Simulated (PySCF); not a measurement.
O2Ti (SMILES [O]=[Ti]=[O]), singlet, at a GFN2-xTB geometry (such geometries of metal compounds can be far from the true shape); CAMB3LYP/6-31G (PySCF).

Here is a job for PySCF.
```python
from pyscf import gto, scf, dft

mol = gto.Mole()
mol.atom = '''
    Ti    0.238994    0.045731    0.286556
    O     0.695269    0.116723   -1.276621
    O    -1.352503   -0.242482    0.488593
'''
mol.basis = '6-31g'
mol.charge = 0
mol.spin = 0
mol.verbose = 4
mol.build()

mf = dft.RKS(mol)
mf.xc = 'camb3lyp'
mf.grids.atom_grid = (50, 194)
mf.kernel()
mf.analyze()
```

Problem. Write the output that PySCF gives for this input, abridged.

Solution. 
```
PySCF version 2.14.0

[INPUT] verbose = 4
[INPUT] num. atoms = 3
[INPUT] num. electrons = 38
[INPUT] charge = 0
[INPUT] spin (= nelec alpha-beta = 2S) = 0
[INPUT] symmetry False subgroup None
[INPUT] Mole.unit = angstrom
[INPUT] Symbol           X                Y                Z      unit          X                Y                Z       unit  Magmom
[INPUT]  1 Ti     0.238994000000   0.045731000000   0.286556000000 AA    0.451633205414   0.086419065402   0.541512359351 Bohr   0.0
[INPUT]  2 O      0.695269000000   0.116723000000  -1.276621000000 AA    1.313867992900   0.220574502438  -2.412464054868 Bohr   0.0
[INPUT]  3 O     -1.352503000000  -0.242482000000   0.488593000000 AA   -2.555860252653  -0.458224570137   0.923306956380 Bohr   0.0

nuclear repulsion = 126.697281756257
number of shells = 21
number of NR pGTOs = 134
number of NR cGTOs = 45
basis = 6-31g
ecp = {}

******** <class 'pyscf.dft.rks.RKS'> ********
method = RKS
initial guess = minao
damping factor = 0
level_shift factor = 0
DIIS = <class 'pyscf.scf.diis.CDIIS'>
diis_start_cycle = 1
diis_space = 8
diis_damp = 0
SCF conv_tol = 1e-09
SCF conv_tol_grad = None
SCF max_cycles = 50
direct_scf = True
direct_scf_tol = 1e-13
XC library pyscf.dft.libxc version 7.1.2
    S. Lehtola, C. Steigemann, M. J. T. Oliveira, and M. A. L. Marques,  SoftwareX 7, 1–5 (2018)
XC functionals = camb3lyp
    T. Yanai, D. P. Tew, and N. C. Handy,  Chem. Phys. Lett. 393, 51 (2004)
radial grids:
    Treutler-Ahlrichs [JCP 102, 346 (1995); DOI:10.1063/1.469408] (M4) radial grids

becke partition: Becke, JCP 88, 2547 (1988); DOI:10.1063/1.454033
pruning grids: <function nwchem_prune>
grids dens level: 3
symmetrized grids: False
atomic radii adjust function: <function treutler_atomic_radii_adjust>
User specified grid scheme (50, 194)
small_rho_cutoff = 0
Set gradient conv threshold to 3.16228e-05
Initial guess from minao.
tot grids = 19080
init E= -999.544614273238
  HOMO = -0.470841670728138  LUMO = -0.175272884459778  gap/eV = 8.04284
cycle= 1 E= -999.007354817891  delta_E= 0.537  |g|= 1.78  |ddm|= 2.23
  HOMO = -0.21225926423971  LUMO = -0.135099585610557  gap/eV = 2.09962
cycle= 2 E= -980.631253043635  delta_E= 18.4  |g|= 8.42  |ddm|=  4.9
  HOMO = -0.175424368356526  LUMO = -0.0959390022381095  gap/eV = 2.16291
cycle= 3 E= -999.569915894482  delta_E= -18.9  |g|= 1.19  |ddm|= 4.19
  HOMO = -0.295364681160136  LUMO = -0.104153423284406  gap/eV = 5.20312
cycle= 4 E= -999.71637273605  delta_E= -0.146  |g|= 0.724  |ddm|= 0.405
  HOMO = -0.28877842704404  LUMO = -0.0967760204371038  gap/eV = 5.22465
cycle= 5 E= -999.734733340556  delta_E= -0.0184  |g|= 0.652  |ddm|= 0.0451
  HOMO = -0.308407720253718  LUMO = -0.0773275101936723  gap/eV = 6.28801
cycle= 6 E= -999.813168311327  delta_E= -0.0784  |g|= 0.00886  |ddm|= 0.311
  HOMO = -0.307132149466152  LUMO = -0.0779230472997667  gap/eV = 6.23710
cycle= 7 E= -999.813189651294  delta_E= -2.13e-05  |g|= 0.00476  |ddm|= 0.0105
  HOMO = -0.307043617100886  LUMO = -0.0779012147509746  gap/eV = 6.23528
cycle= 8 E= -999.813193220143  delta_E= -3.57e-06  |g|= 0.0035  |ddm|= 0.00377
  HOMO = -0.307008147771745  LUMO = -0.0779307578446133  gap/eV = 6.23351
cycle= 9 E= -999.813195049566  delta_E= -1.83e-06  |g|= 0.00219  |ddm|= 0.00213
  HOMO = -0.306933583152622  LUMO = -0.0780191699142734  gap/eV = 6.22908
cycle= 10 E= -999.813196348026  delta_E= -1.3e-06  |g|= 0.00017  |ddm|= 0.00198
  HOMO = -0.306920500543847  LUMO = -0.0780318017560804  gap/eV = 6.22838
cycle= 11 E= -999.813196403945  delta_E= -5.59e-08  |g|= 7.37e-05  |ddm|= 0.000731
  HOMO = -0.306916855244183  LUMO = -0.0780353380658367  gap/eV = 6.22818
cycle= 12 E= -999.813196408221  delta_E= -4.28e-09  |g|= 2.27e-05  |ddm|= 0.000213
  HOMO = -0.306916724093842  LUMO = -0.0780339001711414  gap/eV = 6.22822
cycle= 13 E= -999.813196408395  delta_E= -1.74e-10  |g|= 2.58e-06  |ddm|= 3.06e-05
  HOMO = -0.30691637388589  LUMO = -0.0780342374712892  gap/eV = 6.22820
Extra cycle  E= -999.813196408394  delta_E= 2.27e-13  |g|= 7.21e-06  |ddm|= 6.04e-06
converged SCF energy = -999.813196408394
**** SCF Summaries ****
Total Energy =                        -999.813196408394333
Nuclear Repulsion Energy =             126.697281756256658
One-electron Energy =                -1624.547006678669050
Two-electron Energy =                  498.036528514017959
Two-electron Coulomb Energy =          557.312133703754284
DFT Exchange-Correlation Energy =      -59.275605189736318
HOMO-LUMO gap [eV] =                     6.228200167059994
**** MO energy ****
MO #1   energy= -178.935424882387  occ= 2
MO #2   energy= -19.9755014739215  occ= 2
MO #3   energy= -19.1745409100194  occ= 2
MO #4   energy= -19.1745148396956  occ= 2
MO #5   energy= -16.6919667814771  occ= 2
MO #6   energy= -16.6915337012638  occ= 2
MO #7   energy= -16.6866768695992  occ= 2
MO #8   energy= -2.47143416371009  occ= 2
MO #9   energy= -1.59964366527879  occ= 2
MO #10  energy= -1.59133346980142  occ= 2
MO #11  energy= -1.57934308687618  occ= 2
MO #12  energy= -0.929059249419127 occ= 2
MO #13  energy= -0.909690613863157 occ= 2
MO #14  energy= -0.403310548753344 occ= 2
MO #15  energy= -0.386138537175103 occ= 2
MO #16  energy= -0.378273576563824 occ= 2
MO #17  energy= -0.356999739554995 occ= 2
MO #18  energy= -0.342233308818499 occ= 2
MO #19  energy= -0.30691637388589  occ= 2
MO #20  energy= -0.0780342374712892 occ= 0
MO #21  energy= -0.0234612195255934 occ= 0
MO #22  energy= -0.0127356771985219 occ= 0
MO #23  energy= 0.0539019889057282 occ= 0
MO #24  energy= 0.0573295031988035 occ= 0
MO #25  energy= 0.0596206100322034 occ= 0
MO #26  energy= 0.073667693655119  occ= 0
MO #27  energy= 0.0881507652407194 occ= 0
 ** Mulliken pop on meta-lowdin orthogonal AOs  **
 ** Mulliken pop  **
 ** Mulliken atomic charges  **
charge of    0Ti =      1.15483
charge of    1O =     -0.57741
charge of    2O =     -0.57742
Dipole moment(X, Y, Z, Debye):  4.33783,  0.83005,  5.20114
```
